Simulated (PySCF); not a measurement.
Cartesian coordinates (Å):
```xyz
5

Cd    -0.1261    -0.0684     0.1438
N      0.0162     1.9158     0.4193
H      0.1945     2.2217     1.3763
H     -0.7715     2.4703     0.0823
H     -0.1259    -1.6853    -0.1671
```
Charge 0, spin multiplicity 1.

Problem. What is the computed dipole moment, charge on the central atom (Mulliken) and LUMO (PBE-D3(BJ)/def2-TZVP // r2SCAN-D4/def2-SVP (PySCF))?

Solution. 
```json
{
  "dipole_moment": "1.01 D",
  "charge on the central atom (Mulliken)": "0.47 e",
  "LUMO": "-1.09 eV"
}
```
